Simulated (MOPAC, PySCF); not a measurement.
ClF₂In, SMILES `[In]([F])([Cl])[F]`, neutral singlet in the gas phase. 

Z-matrix (Å, degrees):
```
In
F 1 1.9225
F 1 1.9225 2 114.77
Cl 1 2.2766 2 122.62 3 180.00
```
Charge 0, spin multiplicity 1.

All levels are single points at this geometry (PBE0-D4/def2-TZVP); Pople sets use spherical d functions. Orbital energies aren't observables, and empty levels follow the basis.

```
level                                     HOMO (eV)  LUMO (eV)  gap (eV)  dipole (D)  vertical IE, Delta-SCF (eV)
----------------------------------------  ---------  ---------  --------  ----------  ---------------------------
B3LYP-D3(BJ)/def2-TZVP in PySCF               -9.62      -3.55      6.08        1.25                        12.37
PBE0-D4/def2-TZVP in PySCF                    -9.90      -3.18      6.72        1.20                        12.40
B3LYP/6-311+G** (LANL2DZ on In) in PySCF      -9.86      -3.56      6.30        1.41                            –
HF/6-31G* (LANL2DZ on In) in PySCF           -13.42       0.45     13.87        0.81                        11.74
AM1 in MOPAC                                 -12.84      -3.01      9.83        1.06                            –
PM3 in MOPAC                                 -11.59      -3.13      8.45        2.57                            –
```
